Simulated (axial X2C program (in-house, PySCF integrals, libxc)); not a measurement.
# Spin–orbit effects down a group: molecules with Na (ions), CCSD

Computed with an in-house all-electron X2C program for linear molecules (integrals from PySCF), spin-free (one-electron X2C) or two-component (2c: spin–orbit coupling with atomic mean-field Coulomb and Gaunt terms, which also bring small scalar terms), in Dyall basis sets with cores contracted in-house; open shells are unrestricted.

Basis sets: Na dyall-cv3z, O dyall-av3z, S dyall-av3z, Se dyall-cv3z. Frozen shells (counts by l): NaO⁺ Na 1s, O 1s, 14 electrons correlated; NaS⁺ S 2s1p, Na 1s, 14 electrons correlated; NaSe⁺ Se 3s2p1d, Na 1s, 14 electrons correlated. Coupled cluster in natural virtuals with an MP2 remainder. Where the outer core of a metal is frozen, bonds come out longer and ionisation energies lower.

```csv
molecule,spin-free state,Re (Å),ωe (cm⁻¹),De (eV),2c state,Re 2c (Å),ωe 2c (cm⁻¹),De 2c (eV)
NaO⁺,"M_S = 1, Λ = 0",2.497,190.6,0.30,Ω = 1,2.497,190.6,0.30
NaS⁺,"M_S = 1, Λ = 0",2.873,175.2,0.52,Ω = 1,2.871,173.4,0.51
NaSe⁺,"M_S = 1, Λ = 0",2.961,154.6,0.58,Ω = 1,2.968,153.2,0.49
```

Fragments in 2c: Na+ + O, S + Na+, Se + Na+. Each entry is the lowest single determinant of a limited PBE0 search at one distance. De goes to single-determinant-based atoms at the same level (for ions the charge split of lowest energy) and is withheld (n/a) where an atom does not fit its ground term or J level. Main or longest-lived isotopes. One determinant is a doubtful description, or other states lie close, for NaO⁺, NaS⁺, NaSe⁺; these need not be ground states, and all values refer to the states named. Some open-shell Ω = 0 determinants are out of reach, so the Ω given for NaO⁺, NaS⁺, NaSe⁺ need not be the lowest component. With several unpaired electrons the Ω given is that of one determinant, not necessarily of the lowest component.
